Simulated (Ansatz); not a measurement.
An input meant for NiO₄H₈⁺, that is [Ni(H2O)4]2+ with one electron more (charge 1, doublet).

```yaml
crystal:
  periodic: [false, false, false]
  atoms:
    - {symbol: Ni, position_ang: [0.339623, -0.504581, -0.218668]}
    - {symbol: O, position_ang: [0.989203, -0.642344, 4.039002]}
    - {symbol: H, position_ang: [2.389175, 0.592790, 5.132084]}
    - {symbol: H, position_ang: [-0.366862, -1.494987, 5.492785]}
    - {symbol: O, position_ang: [4.039816, 1.180214, -1.773260]}
    - {symbol: H, position_ang: [4.215009, 3.185938, -2.558992]}
    - {symbol: H, position_ang: [6.041024, 0.371787, -1.645327]}
    - {symbol: O, position_ang: [-2.025243, 2.891987, -1.724903]}
    - {symbol: H, position_ang: [-3.117814, 4.289952, -0.491625]}
    - {symbol: H, position_ang: [-2.898581, 2.990077, -3.700617]}
    - {symbol: O, position_ang: [-2.610580, -3.660946, -0.818619]}
    - {symbol: H, position_ang: [-4.735228, -3.414786, -1.120638]}
    - {symbol: H, position_ang: [-2.259543, -5.785101, -0.611222]}
basis:
  gaussian: {orbitals: cc-pVDZ, nuclear_model: gaussian}
total_charge: 1
magnetization: {spin_polarized: true, initial_magnetization: 1}
hamiltonian: {xc: {name: HF}}
accuracy: high
scf: {omitted_lower_state_checks: [starts]}
output: {forces: true}
```

```sh
$ ansatz run in.yaml --threads 4 --pin off --events-out ev --progress --plain --max-ram 8704MiB
```

It prints (some lines left out):

```
Functional definition: HF
  name "HF"
  cite "Fock, Z. Phys. 61, 126 (1930) doi:10.1007/BF01340294"
  parent pbe
  exchange = exact_x
  correlation = 0
these checks for a lower state are left out or cut short: starts
2659 factors; integrals over basis functions are off by at most 5.6e-8 eV
mean field evaluation 1: about -49139.6099 eV, gradient 1.3e2 eV
mean field evaluation 2: about -49139.6281 eV, gradient 1.3e2 eV
mean field evaluation 4: about -48959.8822 eV, gradient 2.1e2 eV
mean field evaluation 8: about -49164.6002 eV, gradient 1.1e2 eV
mean field evaluation 16: about -49245.8688 eV, gradient 4.4e-1 eV
mean field evaluation 32: about -49246.1056 eV, gradient 8.7e-3 eV
mean field evaluation 64: about -49246.1073 eV, gradient 2.0e-6 eV
mean field -49246.10727751 eV, -1809.7610622382 hartree, gradient 2.6e-8 eV, S^2 8.340918; 0 other end points of the search recorded, 0 dependent functions left out
the calculation of the forces begins
reference -49246.10727751 eV, -1809.7610622382 hartree; 34, 33 occupied and 105, 106 virtual orbitals, 2659 factors
Total energy: -49246.10727751 eV, -1809.7610622382 hartree
Atom 0 at     0.339623    -0.504581    -0.218668 Å, force    -0.031569     0.028603     0.031360 eV/Å
Atom 1 at     0.989203    -0.642344     4.039002 Å, force     0.040526    -0.041996     0.069225 eV/Å
Atom 2 at     2.389175     0.592790     5.132084 Å, force    -0.074194    -0.027901    -0.045292 eV/Å
Atom 3 at    -0.366862    -1.494987     5.492785 Å, force     0.038400     0.057553    -0.060428 eV/Å
Atom 4 at     4.039816     1.180214    -1.773260 Å, force     0.064825     0.023463    -0.057276 eV/Å
Atom 5 at     4.215009     3.185938    -2.558992 Å, force    -0.000690    -0.083518     0.049431 eV/Å
Atom 6 at     6.041024     0.371787    -1.645327 Å, force    -0.086199     0.046957     0.007774 eV/Å
Atom 7 at    -2.025243     2.891987    -1.724903 Å, force    -0.006446     0.079806    -0.032318 eV/Å
Atom 8 at    -3.117814     4.289952    -0.491625 Å, force     0.024138    -0.075675    -0.042736 eV/Å
Atom 9 at    -2.898581     2.990077    -3.700617 Å, force     0.015112    -0.023127     0.084492 eV/Å
Atom 10 at    -2.610580    -3.660946    -0.818619 Å, force    -0.055332    -0.062873    -0.033327 eV/Å
Atom 11 at    -4.735228    -3.414786    -1.120638 Å, force     0.094806    -0.016341     0.026669 eV/Å
Atom 12 at    -2.259543    -5.785101    -0.611222 Å, force    -0.023376     0.095048     0.002424 eV/Å
Dipole moment:     0.138085    -0.250431    -0.082517 e Å
Checks for a lower state left out: starts
```

In this input the geometry is stretched to more than twice its size. Self-consistency was reached. The result belongs to that input, not to the species as meant.

The charge 1 doublet is spin-contaminated (final ⟨S²⟩ up to 8.34, 0.75 for a pure state).
